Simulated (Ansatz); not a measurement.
**A cut through the energy surface**

GeHBr (SMILES [GeH][Br]), singlet, at its PBE0-D4/def2-TZVP minimum:

```
3
angstrom
Ge 0.3594 -0.8599 0.0940
Br 0.6736 1.4172 0.5259
H -1.0440 -0.6222 -0.6332
```

The bond length Ge1–Br2 (2.339 Å at the minimum) is set to the values below, the two halves moving rigidly along the bond. Each method's energies count from its own value at the PBE0-D4 minimum structure. Ansatz 0.2.0; basis: def2-TZVPP; cores frozen in the correlated methods. Filled d shells of the heavier atoms are correlated. The def2 sets are not built for correlating such inner shells, so the correlated values are less sure here.

CCSD(T) energies along the scan:
| bond length (Å) | CCSD(T) (eV) |
| --- | --- |
| 2.058 | 0.735 |
| 2.140 | 0.323 |
| 2.259 | 0.042 |
| 2.398 | 0.022 |
| 2.552 | 0.223 |
| 2.718 | 0.569 |
| 2.895 | 0.995 |
| 3.081 | 1.446 |
| 3.275 | 1.888 |
They count from the CCSD(T) energy at the PBE0-D4 minimum.

Minimum and curvature along this coordinate at CCSD(T): A fifth-order fit through the nearest points gives 2.336 Å, with a curvature of about 13 eV/Å².

Treat the two halves as rigid bodies and work out the harmonic wavenumber of this stretch from that curvature (ν̃ = 521.5 √(k/μ) cm⁻¹ with k in eV/Å² and μ in u).

The halves weigh 73.62 and 79.90 u, so μ = 73.62 × 79.90/153.52 = 38.316 u and ν̃ = 521.5 √(13/38.316) ≈ 300 cm⁻¹. A true normal mode mixes in other motions, so this is a guide only.

Largest difference from the CCSD(T) curve over the scan: PBE-D4 0.269; r2SCAN-D4 0.098; HF 0.111; MP2 0.142 eV. Each curve counts from its own value at the minimum.

T1 diagnostic: at most 0.019. The restricted Hartree–Fock reference is unstable towards an unrestricted one here.

For scale, one of the runs: CCSD(T)/def2-TZVPP, 110 basis functions (an equivalent command: `ansatz run in.yaml --threads 2`). The run took about 12 s on 2 CPU threads (shared host).
